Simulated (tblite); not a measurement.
A geometry optimisation, step by step.

Compound: C8H7ClO.
Numbering: `[Cl:1][c:2]1[cH:3][cH:4][cH:5][c:6]2[c:7]1[CH2:8][CH2:9][O:10]2` (hydrogens: H11 on C3; H12 on C4; H13 on C5; H14, H15 on C8; H16, H17 on C9)

Computed with GFN2-xTB (tblite), gas phase: L-BFGS steps from a force-field or distance-geometry start until the largest atomic force falls under 0.01 eV/Å. 11 of its 67 geometries are shown.

Step 0: E = -797.5613 eV, largest atomic force 1.753 eV/Å
```
atom  x, y, z in Å  |  force x, y, z in eV/Å
Cl1     0.850    2.969    0.316   -0.122  -0.582  -0.101
C2      0.934    1.221    0.121    0.686   0.488   0.179
C3      2.200    0.615    0.227   -0.450   0.917  -0.063
C4      2.289   -0.741    0.073    0.597  -0.781   0.104
C5      1.171   -1.526   -0.143   -1.305  -0.228  -0.322
C6     -0.084   -0.908   -0.243   -0.570  -0.434  -0.079
C7     -0.196    0.469   -0.104    0.599   0.499  -0.128
C8     -1.627    0.837   -0.239   -1.008   1.052   0.637
C9     -2.321   -0.504    0.055    1.249   0.948   0.661
O10    -1.376   -1.421   -0.461    1.032  -1.410   0.147
H11     3.077    1.236    0.406   -0.304  -0.222  -0.041
H12     3.251   -1.271    0.148   -0.476   0.496  -0.029
H13     1.290   -2.591   -0.245   -0.179  -0.063  -0.034
H14    -1.909    1.586    0.515    0.001   0.008  -0.359
H15    -1.922    1.194   -1.230    0.361   0.109   0.016
H16    -3.319   -0.572   -0.383    0.381  -0.430   0.046
H17    -2.315   -0.581    1.175   -0.491  -0.368  -0.633
```

Step 7: E = -797.8926 eV, largest atomic force 0.279 eV/Å
```
atom  x, y, z in Å  |  force x, y, z in eV/Å
Cl1     0.826    2.959    0.309   -0.002   0.001  -0.021
C2      0.947    1.244    0.111    0.086   0.263   0.010
C3      2.180    0.615    0.212    0.027   0.014  -0.046
C4      2.252   -0.756    0.064    0.090   0.050  -0.048
C5      1.132   -1.537   -0.171   -0.041  -0.026  -0.023
C6     -0.084   -0.890   -0.246   -0.159   0.017   0.097
C7     -0.180    0.499   -0.117    0.035   0.062   0.080
C8     -1.624    0.882   -0.209   -0.164  -0.017   0.035
C9     -2.251   -0.491    0.074   -0.116   0.135   0.056
O10    -1.312   -1.464   -0.368    0.117  -0.245  -0.066
H11     3.062    1.202    0.406    0.041  -0.018   0.013
H12     3.210   -1.232    0.148    0.206  -0.120   0.012
H13     1.215   -2.607   -0.259   -0.085  -0.003  -0.028
H14    -1.933    1.645    0.506    0.072  -0.093  -0.016
H15    -1.865    1.237   -1.218    0.018  -0.023   0.057
H16    -3.210   -0.656   -0.406   -0.032  -0.092  -0.199
H17    -2.372   -0.638    1.155   -0.092   0.095   0.088
```

Step 13: E = -797.9175 eV, largest atomic force 0.137 eV/Å
```
atom  x, y, z in Å  |  force x, y, z in eV/Å
Cl1     0.827    2.978    0.299    0.072  -0.105  -0.033
C2      0.958    1.260    0.107   -0.004  -0.049   0.010
C3      2.191    0.617    0.193   -0.038   0.030   0.056
C4      2.266   -0.759    0.047    0.008   0.075   0.016
C5      1.131   -1.528   -0.174    0.067  -0.023   0.048
C6     -0.086   -0.878   -0.215    0.100  -0.039   0.007
C7     -0.179    0.511   -0.093   -0.004  -0.068  -0.015
C8     -1.631    0.877   -0.197    0.005   0.002   0.010
C9     -2.261   -0.500    0.071   -0.037   0.106   0.022
O10    -1.300   -1.477   -0.329    0.060   0.095   0.079
H11     3.077    1.194    0.406   -0.001   0.001  -0.064
H12     3.230   -1.242    0.142   -0.098   0.028  -0.074
H13     1.175   -2.600   -0.272    0.053  -0.006  -0.001
H14    -1.931    1.638    0.522   -0.057  -0.071  -0.006
H15    -1.857    1.236   -1.206   -0.007   0.023   0.034
H16    -3.188   -0.697   -0.464   -0.014   0.041  -0.056
H17    -2.427   -0.618    1.151   -0.103  -0.042  -0.032
```

Step 20: E = -797.9461 eV, largest atomic force 0.162 eV/Å
```
atom  x, y, z in Å  |  force x, y, z in eV/Å
Cl1     0.880    2.972    0.260   -0.052   0.153   0.002
C2      0.969    1.258    0.118   -0.027  -0.110  -0.008
C3      2.205    0.622    0.196    0.005  -0.051  -0.112
C4      2.280   -0.751    0.036    0.010  -0.065  -0.011
C5      1.143   -1.526   -0.148    0.003  -0.010   0.009
C6     -0.079   -0.880   -0.147    0.012  -0.039   0.019
C7     -0.176    0.512   -0.056   -0.031  -0.070   0.079
C8     -1.632    0.872   -0.171    0.017  -0.008   0.046
C9     -2.286   -0.501    0.059    0.009  -0.060  -0.054
O10    -1.288   -1.490   -0.216   -0.046   0.055   0.010
H11     3.100    1.205    0.354   -0.061  -0.013  -0.005
H12     3.244   -1.238    0.071   -0.030   0.055  -0.009
H13     1.194   -2.595   -0.281    0.019   0.058   0.078
H14    -1.965    1.599    0.565    0.053   0.093   0.038
H15    -1.852    1.260   -1.170    0.037   0.020   0.037
H16    -3.142   -0.699   -0.588    0.036   0.020  -0.015
H17    -2.602   -0.611    1.107    0.048  -0.027  -0.106
```

Step 26: E = -797.9602 eV, largest atomic force 0.100 eV/Å
```
atom  x, y, z in Å  |  force x, y, z in eV/Å
Cl1     0.889    2.980    0.230   -0.083  -0.024   0.004
C2      0.965    1.255    0.122    0.023   0.007  -0.005
C3      2.203    0.622    0.160    0.038   0.011   0.050
C4      2.285   -0.751    0.018   -0.019   0.001  -0.017
C5      1.147   -1.531   -0.121   -0.028  -0.009   0.029
C6     -0.079   -0.891   -0.089   -0.022   0.022   0.004
C7     -0.180    0.500   -0.002    0.009   0.028  -0.052
C8     -1.628    0.873   -0.130    0.009   0.000  -0.011
C9     -2.299   -0.502    0.035    0.020  -0.029   0.005
O10    -1.288   -1.498   -0.146   -0.005  -0.021  -0.091
H11     3.094    1.207    0.307    0.057   0.054  -0.062
H12     3.255   -1.224    0.019   -0.003  -0.003   0.004
H13     1.212   -2.598   -0.249   -0.045  -0.039   0.058
H14    -1.961    1.602    0.607    0.026  -0.060   0.068
H15    -1.822    1.290   -1.121    0.032   0.032  -0.013
H16    -3.091   -0.694   -0.691    0.022   0.021  -0.022
H17    -2.709   -0.627    1.042   -0.032   0.010   0.049
```

Step 33: E = -797.9726 eV, largest atomic force 0.082 eV/Å
```
atom  x, y, z in Å  |  force x, y, z in eV/Å
Cl1     0.844    2.975    0.217    0.016  -0.071   0.013
C2      0.967    1.249    0.124   -0.020   0.066  -0.023
C3      2.210    0.627    0.140   -0.028   0.030  -0.006
C4      2.283   -0.749    0.015    0.012   0.017   0.007
C5      1.146   -1.538   -0.087    0.000   0.010   0.006
C6     -0.081   -0.902   -0.070   -0.014   0.040  -0.006
C7     -0.173    0.488    0.014   -0.011   0.057  -0.022
C8     -1.617    0.873   -0.106   -0.020  -0.003  -0.001
C9     -2.302   -0.501    0.013   -0.005  -0.009  -0.018
O10    -1.292   -1.502   -0.154   -0.020  -0.014   0.026
H11     3.101    1.224    0.242    0.014  -0.028  -0.032
H12     3.253   -1.217   -0.008    0.044  -0.048   0.040
H13     1.207   -2.608   -0.181    0.013  -0.049   0.007
H14    -1.937    1.574    0.664   -0.008  -0.036  -0.001
H15    -1.793    1.327   -1.085   -0.040   0.032   0.051
H16    -3.065   -0.668   -0.752    0.026   0.003   0.030
H17    -2.758   -0.640    1.003    0.041   0.005  -0.071
```

Step 40: E = -797.9802 eV, largest atomic force 0.068 eV/Å
```
atom  x, y, z in Å  |  force x, y, z in eV/Å
Cl1     0.835    2.973    0.206    0.060  -0.002  -0.022
C2      0.970    1.252    0.104    0.011   0.022   0.005
C3      2.214    0.629    0.101   -0.008   0.011  -0.053
C4      2.289   -0.751    0.009   -0.010   0.014   0.047
C5      1.149   -1.540   -0.049   -0.006   0.007  -0.008
C6     -0.077   -0.899   -0.034   -0.023  -0.023  -0.060
C7     -0.174    0.491    0.024    0.035  -0.019   0.002
C8     -1.620    0.875   -0.071    0.043   0.007   0.016
C9     -2.303   -0.506   -0.023   -0.015   0.048   0.019
O10    -1.284   -1.507   -0.102   -0.034  -0.002  -0.029
H11     3.115    1.220    0.147   -0.032   0.019   0.028
H12     3.259   -1.224   -0.011   -0.013   0.007   0.011
H13     1.207   -2.614   -0.116   -0.006   0.012   0.014
H14    -1.940    1.523    0.745    0.025  -0.021   0.013
H15    -1.807    1.402   -1.010   -0.040  -0.029   0.015
H16    -3.000   -0.663   -0.849    0.030  -0.024  -0.034
H17    -2.841   -0.651    0.918   -0.017  -0.026   0.034
```

Step 46: E = -797.9842 eV, largest atomic force 0.062 eV/Å
```
atom  x, y, z in Å  |  force x, y, z in eV/Å
Cl1     0.855    2.974    0.194    0.000   0.052  -0.033
C2      0.972    1.254    0.086    0.007  -0.034  -0.026
C3      2.215    0.632    0.073   -0.004  -0.031   0.044
C4      2.287   -0.750    0.017    0.016  -0.016  -0.033
C5      1.147   -1.540   -0.034    0.014   0.005  -0.013
C6     -0.079   -0.899   -0.041    0.030  -0.015   0.022
C7     -0.173    0.493    0.015   -0.001  -0.024  -0.021
C8     -1.620    0.875   -0.049    0.003  -0.011   0.008
C9     -2.305   -0.505   -0.037    0.025  -0.008   0.001
O10    -1.286   -1.507   -0.100    0.043   0.001   0.012
H11     3.113    1.228    0.110   -0.016  -0.010   0.020
H12     3.256   -1.226    0.008   -0.020   0.022   0.012
H13     1.208   -2.616   -0.073   -0.020   0.040  -0.002
H14    -1.925    1.490    0.797    0.011   0.022   0.031
H15    -1.834    1.430   -0.965   -0.002   0.019  -0.011
H16    -2.965   -0.659   -0.893   -0.053   0.021  -0.017
H17    -2.873   -0.663    0.884   -0.033  -0.033   0.005
```

Step 53: E = -797.9865 eV, largest atomic force 0.037 eV/Å
```
atom  x, y, z in Å  |  force x, y, z in eV/Å
Cl1     0.867    2.979    0.161   -0.020   0.001  -0.031
C2      0.973    1.256    0.068    0.000  -0.027   0.002
C3      2.215    0.631    0.065    0.011  -0.008  -0.014
C4      2.290   -0.751    0.015   -0.010  -0.008   0.023
C5      1.148   -1.538   -0.028    0.000  -0.009   0.007
C6     -0.077   -0.897   -0.036    0.012   0.006  -0.008
C7     -0.172    0.494    0.007   -0.017  -0.002   0.005
C8     -1.621    0.875   -0.031   -0.026  -0.010   0.005
C9     -2.306   -0.507   -0.047    0.002  -0.015  -0.003
O10    -1.284   -1.508   -0.084    0.016   0.010   0.000
H11     3.111    1.229    0.099    0.017  -0.002   0.020
H12     3.259   -1.225    0.017   -0.025   0.012  -0.005
H13     1.200   -2.614   -0.051    0.020  -0.002  -0.021
H14    -1.907    1.467    0.838   -0.006   0.006   0.002
H15    -1.851    1.453   -0.928   -0.001   0.014   0.020
H16    -2.942   -0.649   -0.925    0.011   0.005  -0.010
H17    -2.910   -0.684    0.849    0.016   0.029   0.007
```

Step 59: E = -797.9880 eV, largest atomic force 0.029 eV/Å
```
atom  x, y, z in Å  |  force x, y, z in eV/Å
Cl1     0.862    2.979    0.117   -0.002  -0.001  -0.006
C2      0.974    1.254    0.057   -0.013   0.017   0.000
C3      2.216    0.630    0.063   -0.009   0.011   0.020
C4      2.289   -0.751    0.021    0.003   0.005  -0.005
C5      1.148   -1.539   -0.025   -0.005   0.000  -0.015
C6     -0.077   -0.897   -0.033   -0.012  -0.003   0.002
C7     -0.172    0.494    0.005   -0.002   0.004   0.005
C8     -1.622    0.875   -0.018    0.009   0.009   0.001
C9     -2.305   -0.508   -0.052    0.002   0.020  -0.001
O10    -1.282   -1.508   -0.077   -0.011  -0.008  -0.004
H11     3.114    1.225    0.108   -0.004   0.007  -0.015
H12     3.258   -1.224    0.023    0.017  -0.020   0.012
H13     1.203   -2.614   -0.053    0.005  -0.011  -0.004
H14    -1.900    1.453    0.865    0.004  -0.022  -0.004
H15    -1.865    1.472   -0.899    0.016  -0.005   0.006
H16    -2.925   -0.641   -0.944    0.006  -0.011   0.008
H17    -2.923   -0.687    0.833   -0.004   0.008  -0.001
```

Step 66: E = -797.9884 eV, largest atomic force 0.009 eV/Å
```
atom  x, y, z in Å  |  force x, y, z in eV/Å
Cl1     0.860    2.980    0.099    0.001  -0.003   0.001
C2      0.973    1.255    0.053   -0.001   0.003  -0.004
C3      2.216    0.631    0.060    0.000   0.005   0.000
C4      2.289   -0.751    0.022    0.000   0.003   0.000
C5      1.148   -1.540   -0.022   -0.001   0.001   0.007
C6     -0.077   -0.899   -0.028   -0.004  -0.003   0.002
C7     -0.172    0.493    0.009    0.001  -0.002  -0.002
C8     -1.621    0.875   -0.009    0.005  -0.002   0.002
C9     -2.305   -0.506   -0.058    0.002  -0.002   0.000
O10    -1.284   -1.508   -0.069   -0.003  -0.006   0.002
H11     3.113    1.227    0.096    0.002   0.003  -0.002
H12     3.258   -1.226    0.026    0.003   0.000   0.004
H13     1.206   -2.615   -0.048   -0.006  -0.001  -0.007
H14    -1.897    1.438    0.883   -0.002   0.002   0.003
H15    -1.863    1.485   -0.881    0.001  -0.002  -0.004
H16    -2.910   -0.640   -0.960    0.002   0.006  -0.004
H17    -2.938   -0.686    0.816    0.001  -0.001   0.003
```

**Question.** Summarise the path.

**Answer.** The energy falls by 0.4271 eV from step 0 to step 66; nine tenths of that is first reached at step 20. It falls at every step. The largest force goes from 1.753 to 0.009 eV/Å. Among the bonds C6–O10 changes most, from 1.407 to 1.352 Å; the atoms move by 0.340 Å rms after alignment.

**Question.** Follow the three bonds and two angles with the largest change from start to end.

**Answer.** 
```json
{"step": "0", "E above end (eV)": "0.4271", "largest force (eV/Å)": "1.753", "C6–O10 (Å)": "1.407", "Cl1–C2 (Å)": "1.761", "C9–H17 (Å)": "1.123", "C8–C9–H17 (°)": "104.4", "O10–C9–H16 (°)": "115.1"}
{"step": "3", "E above end (eV)": "0.1698", "largest force (eV/Å)": "0.615", "C6–O10 (Å)": "1.366", "Cl1–C2 (Å)": "1.719", "C9–H17 (Å)": "1.096", "C8–C9–H17 (°)": "108.5", "O10–C9–H16 (°)": "112.2"}
{"step": "6", "E above end (eV)": "0.1087", "largest force (eV/Å)": "0.359", "C6–O10 (Å)": "1.362", "Cl1–C2 (Å)": "1.728", "C9–H17 (Å)": "1.095", "C8–C9–H17 (°)": "109.9", "O10–C9–H16 (°)": "111.0"}
{"step": "9", "E above end (eV)": "0.0844", "largest force (eV/Å)": "0.186", "C6–O10 (Å)": "1.358", "Cl1–C2 (Å)": "1.728", "C9–H17 (Å)": "1.101", "C8–C9–H17 (°)": "110.4", "O10–C9–H16 (°)": "108.6"}
{"step": "11", "E above end (eV)": "0.0780", "largest force (eV/Å)": "0.176", "C6–O10 (Å)": "1.359", "Cl1–C2 (Å)": "1.728", "C9–H17 (Å)": "1.102", "C8–C9–H17 (°)": "109.9", "O10–C9–H16 (°)": "108.2"}
{"step": "14", "E above end (eV)": "0.0674", "largest force (eV/Å)": "0.154", "C6–O10 (Å)": "1.357", "Cl1–C2 (Å)": "1.736", "C9–H17 (Å)": "1.098", "C8–C9–H17 (°)": "109.1", "O10–C9–H16 (°)": "108.2"}
{"step": "17", "E above end (eV)": "0.0562", "largest force (eV/Å)": "0.162", "C6–O10 (Å)": "1.354", "Cl1–C2 (Å)": "1.725", "C9–H17 (Å)": "1.097", "C8–C9–H17 (°)": "109.8", "O10–C9–H16 (°)": "107.8"}
{"step": "20", "E above end (eV)": "0.0423", "largest force (eV/Å)": "0.162", "C6–O10 (Å)": "1.356", "Cl1–C2 (Å)": "1.722", "C9–H17 (Å)": "1.101", "C8–C9–H17 (°)": "110.7", "O10–C9–H16 (°)": "107.9"}
{"step": "23", "E above end (eV)": "0.0353", "largest force (eV/Å)": "0.174", "C6–O10 (Å)": "1.355", "Cl1–C2 (Å)": "1.737", "C9–H17 (Å)": "1.099", "C8–C9–H17 (°)": "110.8", "O10–C9–H16 (°)": "108.0"}
{"step": "26", "E above end (eV)": "0.0281", "largest force (eV/Å)": "0.100", "C6–O10 (Å)": "1.354", "Cl1–C2 (Å)": "1.730", "C9–H17 (Å)": "1.095", "C8–C9–H17 (°)": "111.3", "O10–C9–H16 (°)": "107.9"}
{"step": "29", "E above end (eV)": "0.0219", "largest force (eV/Å)": "0.165", "C6–O10 (Å)": "1.355", "Cl1–C2 (Å)": "1.722", "C9–H17 (Å)": "1.096", "C8–C9–H17 (°)": "111.4", "O10–C9–H16 (°)": "107.7"}
{"step": "32", "E above end (eV)": "0.0172", "largest force (eV/Å)": "0.085", "C6–O10 (Å)": "1.354", "Cl1–C2 (Å)": "1.732", "C9–H17 (Å)": "1.099", "C8–C9–H17 (°)": "111.4", "O10–C9–H16 (°)": "107.6"}
{"step": "34", "E above end (eV)": "0.0147", "largest force (eV/Å)": "0.069", "C6–O10 (Å)": "1.354", "Cl1–C2 (Å)": "1.732", "C9–H17 (Å)": "1.098", "C8–C9–H17 (°)": "111.6", "O10–C9–H16 (°)": "107.8"}
{"step": "37", "E above end (eV)": "0.0119", "largest force (eV/Å)": "0.088", "C6–O10 (Å)": "1.354", "Cl1–C2 (Å)": "1.726", "C9–H17 (Å)": "1.095", "C8–C9–H17 (°)": "111.5", "O10–C9–H16 (°)": "108.2"}
{"step": "40", "E above end (eV)": "0.0082", "largest force (eV/Å)": "0.068", "C6–O10 (Å)": "1.353", "Cl1–C2 (Å)": "1.730", "C9–H17 (Å)": "1.094", "C8–C9–H17 (°)": "111.3", "O10–C9–H16 (°)": "108.2"}
{"step": "43", "E above end (eV)": "0.0058", "largest force (eV/Å)": "0.054", "C6–O10 (Å)": "1.352", "Cl1–C2 (Å)": "1.730", "C9–H17 (Å)": "1.095", "C8–C9–H17 (°)": "111.6", "O10–C9–H16 (°)": "107.4"}
{"step": "46", "E above end (eV)": "0.0042", "largest force (eV/Å)": "0.062", "C6–O10 (Å)": "1.353", "Cl1–C2 (Å)": "1.727", "C9–H17 (Å)": "1.094", "C8–C9–H17 (°)": "111.5", "O10–C9–H16 (°)": "107.3"}
{"step": "49", "E above end (eV)": "0.0029", "largest force (eV/Å)": "0.045", "C6–O10 (Å)": "1.352", "Cl1–C2 (Å)": "1.730", "C9–H17 (Å)": "1.095", "C8–C9–H17 (°)": "111.8", "O10–C9–H16 (°)": "107.7"}
{"step": "52", "E above end (eV)": "0.0021", "largest force (eV/Å)": "0.044", "C6–O10 (Å)": "1.352", "Cl1–C2 (Å)": "1.730", "C9–H17 (Å)": "1.095", "C8–C9–H17 (°)": "112.3", "O10–C9–H16 (°)": "107.7"}
{"step": "55", "E above end (eV)": "0.0013", "largest force (eV/Å)": "0.045", "C6–O10 (Å)": "1.352", "Cl1–C2 (Å)": "1.729", "C9–H17 (Å)": "1.095", "C8–C9–H17 (°)": "112.6", "O10–C9–H16 (°)": "107.8"}
{"step": "57", "E above end (eV)": "0.0008", "largest force (eV/Å)": "0.042", "C6–O10 (Å)": "1.352", "Cl1–C2 (Å)": "1.730", "C9–H17 (Å)": "1.095", "C8–C9–H17 (°)": "112.5", "O10–C9–H16 (°)": "107.9"}
{"step": "60", "E above end (eV)": "0.0003", "largest force (eV/Å)": "0.025", "C6–O10 (Å)": "1.352", "Cl1–C2 (Å)": "1.729", "C9–H17 (Å)": "1.094", "C8–C9–H17 (°)": "112.2", "O10–C9–H16 (°)": "107.7"}
{"step": "63", "E above end (eV)": "0.0001", "largest force (eV/Å)": "0.019", "C6–O10 (Å)": "1.352", "Cl1–C2 (Å)": "1.729", "C9–H17 (Å)": "1.094", "C8–C9–H17 (°)": "112.2", "O10–C9–H16 (°)": "107.7"}
{"step": "66", "E above end (eV)": "0.0000", "largest force (eV/Å)": "0.009", "C6–O10 (Å)": "1.352", "Cl1–C2 (Å)": "1.729", "C9–H17 (Å)": "1.094", "C8–C9–H17 (°)": "112.3", "O10–C9–H16 (°)": "107.7"}
```

Hardware: one thread, Arm Neoverse N1, no GPU, on a shared host.
